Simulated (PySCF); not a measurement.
# Spinor energies of Pr⁴⁺ (praseodymium, charge +4)

Start: [Xe] 4f1; 4f7/2 filled at m_j = +7/2. Calculated with PySCF 2.14 in x2c-TZVPall-2c (11s11p10d4f1g, 131 functions): generalised Hartree-Fock with the X2C-1e Hamiltonian and a Gaussian nucleus; one run each with spin-orbit coupling (SO) screened by Boettger's factors, then bare. This is a chosen level, not necessarily the ground level.

| spinor shell | electrons | ε, screened SO (eV) | ε, bare SO (eV) | weight of nominal j (bare SO) | rms radius, bare SO (bohr) |
| --- | --- | --- | --- | --- | --- |
| 1s1/2 | 2 | -42238.6 | -42238.1 | 1.000 | 0.0275 |
| 2s1/2 | 2 | -6950.5 | -6950.3 | 1.000 | 0.111 |
| 2p1/2 | 2 | -6557.2 | -6570.4 | 1.000 | 0.0957 |
| 2p3/2 | 4 | -6071.2 | -6066.1 | 1.000 | 0.102 |
| 3s1/2 | 2 | -1589.7 | -1589.7 | 1.000 | 0.290 |
| 3p1/2 | 2 | -1421.3 | -1423.9 | 1.000 | 0.281 |
| 3p3/2 | 4 | -1322.7 | -1321.7 | 1.000 | 0.294 |
| 3d3/2 | 4 | -1031.5 | -1034.1 | 1.000 | 0.265 |
| 3d5/2 | 6 | -1010.8 | -1009.1 | 1.000 | 0.270 |
| 4s1/2 | 2 | -378.41 | -378.42 | 1.000 | 0.657 |
| 4p1/2 | 2 | -312.39 | -313.00 | 0.997 | 0.678 |
| 4p3/2 | 4 | -291.08 | -290.87 | 0.999 | 0.705 |
| 4d5/2 | 6 | -176.85 | -176.57 | 0.977 | 0.776 |
| 4d3/2 | 4 | -179.91 | -180.39 | 0.965 | 0.764 |
| 5s1/2 | 2 | -91.851 | -91.855 | 1.000 | 1.53 |
| 5p1/2 | 2 | -70.117 | -70.214 | 0.979 | 1.67 |
| 5p3/2 | 4 | -66.452 | -66.419 | 0.989 | 1.73 |
| 4f7/2 | 1 | -59.372 | -59.192 | 1.000 | 1.01 |

```tsv
quantity	screened SO	bare SO
E (hartree)	-9232.78058	-9233.11790
M_J	7/2	7/2
⟨J²⟩	15.760	15.760
⟨L²⟩	12.051	12.055
⟨S²⟩	0.792	0.797
```

Each row is a mean over spinors that exchange with the open shell spreads, by up to 7.874 eV (4d5/2).

Breit and QED terms are absent; they matter most for the inner s and p1/2 levels.

Densities and radii are taken from the X2C orbitals without a picture-change correction, which distorts them close to the nucleus.
